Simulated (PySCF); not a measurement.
**Working out the ionisation energy of Ni**

Ni [Ar] 3d8 4s2 (3F) → Ni+ [Ar] 3d9 (2D). Calculation: PySCF 2.14, in def2-TZVP; the non-relativistic Hamiltonian (point nucleus). Frozen: [Ar]. Energies in hartree (1 hartree = 27.21139 eV):

| part | Ni (lower) | Ni+ (upper) |
| --- | --- | --- |
| UHF | -1506.846194 | -1506.563220 |
| MP2 opposite-spin | -0.165401 | -0.192224 |
| MP2 same-spin | -0.091802 | -0.112641 |

Question: What does Hartree-Fock give?

Answer: (-1506.563220) − (-1506.846194) = 0.282974 hartree = 7.700 eV.

Question: What do MP2 and SCS-MP2 (6/5 opposite-spin, 1/3 same-spin) give?

Answer: The opposite-spin parts differ by -0.730 eV and the same-spin parts by -0.567 eV. MP2: 7.700 + (-0.730) + (-0.567) = 6.403 eV. SCS-MP2: 7.700 + 1.2 × (-0.730) + (-0.567)/3 = 6.635 eV.

Reference: 7.640 eV (measured; NIST Atomic Spectra Database, ionization energies), between the lowest levels; spin-orbit coupling is absent from the calculation.

The calculation is non-relativistic.

What remains against the reference includes basis incompleteness, the frozen core and correlation beyond second order.
